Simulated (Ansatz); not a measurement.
A nudged elastic band was laid between two geometries of AlH3O + FH3Si (10 atoms, charge 0, multiplicity 1).

The calculation used RKS B3LYP-D4/6-31G* (Ansatz 0.2.0).

```
movable images  : 9
climbing image  : yes
spring          : 5.0 eV/Å²
optimiser       : quadratic models (default)
start path      : through a guess of the saddle point
force threshold : 0.05 eV/Å
iteration limit : 51
end points      : relaxed
```

Image 0:

```xyz
10
Properties=species:S:1:pos:R:3
Si 0.484 0.222 -0.129
F 0.168 -0.495 1.299
H 1.958 0.191 -0.312
H 0.012 1.623 -0.103
H -0.158 -0.554 -1.218
O -2.510 -0.019 0.841
Al -3.638 -1.151 0.213
H -3.561 -2.675 0.656
H -4.702 -0.570 -0.803
H -1.809 -0.311 1.444
```

Image 10:

```xyz
10
Properties=species:S:1:pos:R:3
Si -0.158 -0.054 -0.494
F -0.937 0.649 2.568
H 0.893 -0.816 0.222
H 0.152 1.394 -0.460
H -0.219 -0.514 -1.908
O -1.645 -0.309 0.232
Al -3.086 -1.240 0.033
H -3.194 -2.154 -1.251
H -4.168 -1.073 1.166
H -1.395 0.380 1.781
```

Task: What changes between the two ends?

Result: Bonds broken: Si1–F2, O6–H10. Bonds formed: Si1–O6, F2–H10. AlH3O + FH3Si becomes AlH5OSi + FH.

Task: What energy profile does the band end with?

Result: The run converged. The highest image is number 7 of 0 to 10, 1.13 eV above the first end and 0.84 eV above the last; the last end lies 0.30 eV above the first. The profile has 2 maxima (images 4, 7) with wells between them (image 5): this band takes more than one step, which may be the mechanism or a detour left from its start path. A vibrational analysis at the climbing image gives one clearly imaginary mode, 628i cm⁻¹: a first-order saddle point. The orbitals stay closed-shell, which can raise the energy where a bond breaks towards radicals; this wasn't checked here.

| image | path coordinate (Å) | energy (eV) | Si1–F2 (Å) | O6–H10 (Å) | Si1–O6 (Å) |
| --- | --- | --- | --- | --- | --- |
| 0 | 0.00 | 0.00 | 1.63 | 0.97 | 3.16 |
| 1 | 1.09 | 0.01 | 1.63 | 0.97 | 3.35 |
| 2 | 2.17 | 0.03 | 1.63 | 0.97 | 3.65 |
| 3 | 3.26 | 0.06 | 1.63 | 0.97 | 3.93 |
| 4 | 4.35 | 0.18 | 1.63 | 0.96 | 3.51 |
| 5 | 5.43 | 0.06 | 1.63 | 0.97 | 2.79 |
| 6 | 6.52 | 0.55 | 1.66 | 0.97 | 2.40 |
| 7 | 7.61 | 1.13 | 1.95 | 1.12 | 1.84 |
| 8 | 8.21 | 0.53 | 2.46 | 1.54 | 1.71 |
| 9 | 8.81 | 0.30 | 3.05 | 1.71 | 1.68 |
| 10 | 9.42 | 0.30 | 3.24 | 1.71 | 1.67 |

Task: What is the geometry of the highest image?

Result: 
```xyz
10
Properties=species:S:1:pos:R:3
Si -0.106 0.007 -0.070
F -0.372 0.835 1.671
H 1.031 -0.749 0.511
H 0.158 1.357 -0.625
H -0.362 -0.781 -1.335
O -1.797 -0.357 0.548
Al -3.235 -1.215 0.042
H -3.181 -1.976 -1.333
H -4.438 -1.118 1.055
H -1.454 0.259 1.424
```

Time of the run: 14 min on 1 thread of Arm Neoverse V2, with other jobs on the host, peak memory 0.18 GiB.
